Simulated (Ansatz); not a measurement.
Cost and result for the atomization energy of C$_{2}$H$_{7}$N$_{3}$Si, SMILES `C[SiH](N)NC#N` (13 atoms, 12 bonds).

| atom | x (Å) | y (Å) | z (Å) |
| --- | --- | --- | --- |
| C1 | -0.093 | -1.068 | 1.165 |
| Si2 | -0.093 | -0.340 | -0.538 |
| N3 | -1.591 | 0.075 | -1.235 |
| N4 | 0.808 | 1.170 | -0.400 |
| C5 | 1.725 | 1.432 | 0.523 |
| N6 | 2.508 | 1.631 | 1.350 |
| H7 | -0.589 | -2.041 | 1.155 |
| H8 | -0.619 | -0.420 | 1.871 |
| H9 | 0.926 | -1.206 | 1.535 |
| H10 | 0.546 | -1.249 | -1.524 |
| H11 | -1.961 | -0.444 | -2.012 |
| H12 | -2.301 | 0.602 | -0.754 |
| H13 | 0.735 | 1.858 | -1.136 |

The species carries charge 0 and has multiplicity 1. The structure was optimised at the PBE0-D4/def2-TZVP level. It is one conformer, not always the lowest. Program: Ansatz. All runs use 4 threads of an Intel Xeon Platinum 8488C on a shared host. Times are those of one run each, without the atoms' runs, and a repeat can differ threefold. Electronic energies, without spin–orbit coupling; frozen cores. CCSD(T)/CBS adds CCSD(T) − MP2 in def2-TZVPP to the MP2 limit, and its time is that of the two runs behind it. T1 = 0.012. B3LYP takes the VWN-RPA correlation (the form of Gaussian; ORCA's B3LYP/G).

CCSD(T)/CBS is a level of theory with its own doubt, some kJ/mol a heavy atom from the limit and from the frozen cores, so smaller differences don't rank the functionals.

```
                             level  functions  wall time  atomization (kJ/mol)  difference from CCSD(T)/CBS  per bond
   PBE-D4/def2-TZVPP (with forces)        295      3.2 s                5223.0                        146.0      12.2
                PBE0-D4/def2-TZVPP        295      3.6 s                5095.2                         18.2       1.5
r2SCAN-D4/def2-TZVPP (with forces)        295      4.8 s                5067.1                         -9.9      -0.8
 B3LYP-D4/def2-TZVPP (with forces)        295        6 s                5113.1                         36.1       3.0
                 B2PLYP/def2-TZVPP        295      7.5 s                5047.7                        -29.3      -2.4
                ωB97X-V/def2-TZVPP        295        8 s                5112.5                         35.5       3.0
  ωB97M-V/def2-TZVPP (with forces)        295       11 s                5114.4                         37.4       3.1
                    MP2/def2-QZVPP        565       33 s                5112.0                         35.0       2.9
                CCSD(T)/def2-TZVPP        295      8 min                4916.5                       -160.5     -13.4
                 CCSD(T)/CBS(def2)          –    8.5 min                5077.0                          0.0       0.0
```

The D4 term adds +45.2 kJ/mol with B3LYP and +24.1 kJ/mol with PBE0; it sums over pairs of atoms, weighted by their polarisabilities, and B3LYP, whose exchange is more repulsive, gets the larger term. From PBE to PBE0 (25 % exact exchange), in def2-TZVPP and without D4, the atomization energy moves by −123.6 kJ/mol: exact exchange takes away binding that semilocal exchange gives to molecules. In def2-TZVPP, CCSD(T) changes the Hartree–Fock value by +1425.5 kJ/mol (the triples alone add +90.1 kJ/mol) and MP2 by +1525.2 kJ/mol; breaking electron pairs costs correlation energy, which Hartree–Fock lacks.
